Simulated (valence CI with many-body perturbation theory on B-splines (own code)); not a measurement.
Hyperfine factors and g values of Br+

Calculated by configuration interaction combined with many-body perturbation theory (CI+MBPT): six valence electrons over a frozen Dirac-Fock core [Ar] 3d10, radial functions for each j: 9 s, 9 p, 8 d, 6 f, 3 g, 1 h, with the one-electron correlation potential Σ1, the two-electron term Σ2, the three-electron term Σ3, Breit, model QED; selected CI, second order for the rest, scaled by the run's own slope (own B-spline code, finite nucleus).

Set against measurement, 28 paired levels are off by 346 cm⁻¹ on average, the worst by 547. These come from a selection out of the NIST Handbook of Basic Atomic Spectroscopic Data. Levels without a partner in it may be off by more. Among the levels kept, up to 1600 cm⁻¹ of a level comes from second order outside the variational space, and about a tenth of that is noise between levels of different J, which matters for small intervals.

A/g_I is the dipole constant over the nuclear g factor μ/I (μ in nuclear magnetons, uniformly magnetised nucleus), B/Q the quadrupole constant per barn. Both hold the static response of the core; the bare values leave it out. Large factors of s and p1/2 electrons are usually good to 5 to 10 %; those of open d and f shells near neutrality can be off by tens of per cent, and small factors of p3/2, d and f electrons come from cancelling terms and can be off by a factor of two or in sign, in half-filled shells by more. B is blank for J = 1/2, where it vanishes, and for nearly pure S terms. Energies count from the lowest level. Levels with J = 0 are left out.

Names give the largest LS component (configuration and term), which can be under half, so a name can repeat, a term be missing and a line seem to break the LS rules; names also repeat where a configuration has a term twice.

| Level | E (cm⁻¹) | g | A/g_I (MHz) | A/g_I bare | B/Q (MHz/b) | B/Q bare |
| --- | --- | --- | --- | --- | --- | --- |
| 4s2 4p4 3P_2 | 0.0 | 1.487 | 742 | 626 | 1310 | 1140 |
| 4s2 4p4 3P_1 | 3117 | 1.501 | -126 | -162 | -676 | -587 |
| 4s2 4p4 1D_2 | 12123 | 1.014 | 1500 | 1380 | -2740 | -2370 |
| 4s2 4p3 5s 5S°_2 | 93569 | 1.994 | 845 | 695 |  |  |
| 4s 4p5 3P°_2 | 96017 | 1.501 | 3990 | 3630 | -1150 | -996 |
| 4s2 4p3 5s 3S°_1 | 98152 | 1.960 | -405 | -516 |  |  |
| 4s 4p5 3P°_1 | 98387 | 1.520 | 3630 | 3280 | 566 | 492 |
| 4s2 4p3 4d 5D°_3 | 103525 | 1.496 | 20.3 | -27.8 | 19.6 | 9.27 |
| 4s2 4p3 4d 5D°_4 | 103545 | 1.498 | -13.2 | -56.4 | 44.2 | 7.27 |
| 4s2 4p3 4d 5D°_2 | 103577 | 1.496 | 16.3 | -32.3 | -26.8 | -16.6 |
| 4s2 4p3 4d 5D°_1 | 103646 | 1.498 | 22.5 | -26.3 | -20.3 | -6.88 |
| 4s2 4p3 5s 3D°_1 | 109172 | 0.553 | 289 | 299 | 402 | 349 |
| 4s2 4p3 5s 3D°_2 | 109408 | 1.179 | 906 | 827 | 940 | 816 |
| 4s2 4p3 5s 3D°_3 | 110069 | 1.333 | 1320 | 1190 | 87.4 | 74.7 |
| 4s2 4p3 4d 3D°_2 | 111213 | 1.124 | 763 | 696 | 517 | 446 |
| 4s2 4p3 4d 3D°_1 | 112022 | 0.520 | 953 | 918 | 175 | 148 |
| 4s2 4p3 4d 3D°_3 | 112073 | 1.330 | 489 | 417 | 341 | 286 |
| 4s2 4p3 5s 1D°_2 | 112660 | 1.056 | 1260 | 1130 | -204 | -179 |
| 4s2 4p3 4d 1P°_1 | 112984 | 0.986 | 1570 | 1440 | -666 | -570 |
| 4s2 4p3 5p 5P_1 | 114260 | 2.479 | -55.7 | -191 | 18.1 | 15.7 |
| 4s2 4p3 5p 5P_2 | 114403 | 1.818 | 167 | 73.1 | -180 | -158 |
| 4s2 4p3 5p 5P_3 | 114736 | 1.663 | 85.1 | 18.0 | 192 | 168 |
| 4s2 4p3 5p 3P_1 | 117181 | 1.503 | 283 | 193 | -105 | -92.0 |
| 4s2 4p3 4d 3F°_2 | 117340 | 0.689 | 998 | 932 | -1570 | -1370 |
| 4s2 4p3 5p 3P_2 | 117379 | 1.506 | 110 | 35.4 | 237 | 208 |
| 4s2 4p3 4d 3F°_3 | 118094 | 1.081 | 803 | 729 | -1450 | -1260 |
| 4s2 4p3 4d 3F°_4 | 118985 | 1.237 | 719 | 642 | -1620 | -1420 |

Take the isotope of mass number 81, with I = 3/2, μ = 2.2686 μN and Q = 0.2579 b. What is the hyperfine structure of 4s2 4p4 3P_1?

From the table A = -190 MHz, B = -174 MHz. Shifts from the centre of gravity in MHz: F = 1/2: 258, F = 3/2: 364, F = 5/2: -328.
